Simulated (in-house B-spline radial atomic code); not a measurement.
**Binding energies in neutral osmium**

NIST's tabulated ground configuration is [Xe] 4f14 5d6 6s2; each binding energy is the energy of the ion with one electron taken from that subshell, relaxed, less that of the parent. Level of theory: Dirac-Hartree-Fock, average of configuration, Fermi nucleus of rms radius 5.4126 fm; calculated with a B-spline radial code for spherical atoms. Energies include first-order Breit, QED and recoil terms.

| subshell | X-ray name | binding energy (eV) | -ε (eV) | relaxation (eV) |
| --- | --- | --- | --- | --- |
| 1s | K | 73878 | 74351.9 | 91.9 |
| 2s | L1 | 12985.5 | 13089.1 | 55.9 |
| 2p1/2 | L2 | 12397.1 | 12504.5 | 60.5 |
| 2p3/2 | L3 | 10883.2 | 10970.3 | 57.2 |
| 3s | M1 | 3068.4 | 3110.4 | 32.3 |
| 3p1/2 | M2 | 2807.8 | 2850.2 | 33.4 |
| 3p3/2 | M3 | 2473.7 | 2510.7 | 31.6 |
| 4s | N1 | 674.3 | 690.8 | 14.4 |
| 4p1/2 | N2 | 564.5 | 580.6 | 14.3 |
| 4p3/2 | N3 | 485.9 | 499.9 | 13.1 |
| 5s | O1 | 103.7 | 108.4 | 4.4 |
| 5p1/2 | O2 | 67.52 | 71.71 | 3.97 |
| 4f5/2 | N6 | 61.64 | 73.00 | 11.56 |
| 4f7/2 | N7 | 58.95 | 70.01 | 11.35 |
| 5p3/2 | O3 | 55.37 | 58.88 | 3.44 |
| 5d | O4,5 | 9.66 | 11.52 | 1.88 |
| 6s | P1 | 7.49 | 7.87 | 0.36 |

Relaxation = -ε minus the binding energy without Breit, QED and recoil terms.

Emission lines follow as differences of binding energies, with λ = 12398.42 eV·Å / E:

```csv
line,holes,energy (eV),wavelength (Å)
K-L3,1s → 2p3/2,62994.8,0.19682
K-L2,1s → 2p1/2,61480.9,0.20166
K-M3,1s → 3p3/2,71404.3,0.17364
L1-M3,2s → 3p3/2,10511.8,1.1795
L3-M1,2p3/2 → 3s,7814.8,1.5865
```

**Question.** What screening constant σ does Moseley's law, E = (3/4)·13.6057 eV·(Z - σ)², need for K-L3?

**Answer.** σ = -2.57.

Moseley's non-relativistic formula needs a falling, then negative, screening constant for heavy elements, because relativity binds the 1s electron more strongly than the formula allows.

**Question.** What does it cost to remove both a 1s and a 5d electron?

**Answer.** 73900 eV, which is 12.53 eV more than the two single binding energies together.

**Question.** What does it cost to remove both a 2s and a 3p1/2 electron?

**Answer.** 15886 eV, which is 92.31 eV more than the two single binding energies together.

**Question.** What does it cost to remove two 5s electrons?

**Answer.** 223.7 eV, which is 16.37 eV more than the two single binding energies together.
